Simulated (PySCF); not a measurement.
C₆H₄O₂.
SMILES with atom numbers: `[CH2:1]=[CH:2][c:3]1[c:4]([CH:5]=[O:6])[c:7]1=[O:8]` (hydrogens: H9, H10 on C1; H11 on C2; H12 on C5)

Method: PBE0-D3(BJ)/def2-SVP geometry optimisation, gas phase in PySCF 2.14.0; density fitting, grid level 2; the optimiser is geomeTRIC in internal coordinates, started from a GFN2-xTB structure.

Geometry at step 12:
```
atom  x, y, z in Å
C1      2.4373   -0.0209    0.3500
C2      1.2461   -0.5555    0.0334
C3      0.0386    0.2111    0.1330
C4     -1.3054    0.2228   -0.0806
C5     -2.3912   -0.6245   -0.6105
O6     -2.2094   -1.7687   -0.9362
C7     -0.7082    1.4217    0.4192
O8     -0.7299    2.5617    0.7882
H9      2.5149    1.0136    0.6960
H10     3.3589   -0.6017    0.2683
H11     1.1599   -1.5899   -0.3133
H12    -3.3910   -0.1338   -0.6899
```

Q: Give the atomic forces at this geometry.

A: 
| atom | Fx (eV/Å) | Fy (eV/Å) | Fz (eV/Å) |
| --- | --- | --- | --- |
| C1 | -0.051 | -0.020 | -0.008 |
| C2 | 0.096 | -0.021 | 0.022 |
| C3 | -0.146 | 0.129 | 0.025 |
| C4 | -0.001 | 0.075 | -0.056 |
| C5 | -0.090 | 0.082 | 0.073 |
| O6 | 0.019 | -0.067 | -0.029 |
| C7 | 0.261 | -0.146 | -0.014 |
| O8 | -0.119 | 0.002 | -0.003 |
| H9 | -0.012 | 0.011 | 0.004 |
| H10 | 0.013 | -0.006 | 0.000 |
| H11 | -0.017 | -0.003 | -0.011 |
| H12 | 0.048 | -0.035 | -0.002 |

The largest, 0.30 eV/Å, acts on C7; the rms over all components is 0.074 eV/Å. The forces sum to zero within rounding, as they must for an isolated molecule in no field.

Q: Give the force on C7 in Eh/bohr and in nN.

A: 0.299 eV/Å ÷ 51.422 = 0.00582 Eh/bohr, and 0.299 eV/Å × 1.602 = 0.48 nN.

Q: How far is this geometry from the end of the optimisation?

A: 0.004 eV above it, and 0.047 Å rms away after alignment. The bonds farthest from their final lengths, with half the difference of the two atoms' forces along the bond (positive lengthens):

```csv
bond,now (Å),final (Å),force along bond (eV/Å)
C3–C7,1.451,1.445,-0.22
C5–H12,1.117,1.114,-0.08
C2–C3,1.434,1.436,+0.14
```

The angle farthest from its final value is C4–C7–O8, 153.9° against 152.6°.

What follows is the cost of the whole optimisation. Hardware: Intel Xeon 6975P-C, one thread, shared host with 192 logical CPUs at a one-minute load of 68. Cost: 2.1 min wall, 0.70 GiB resident at most.
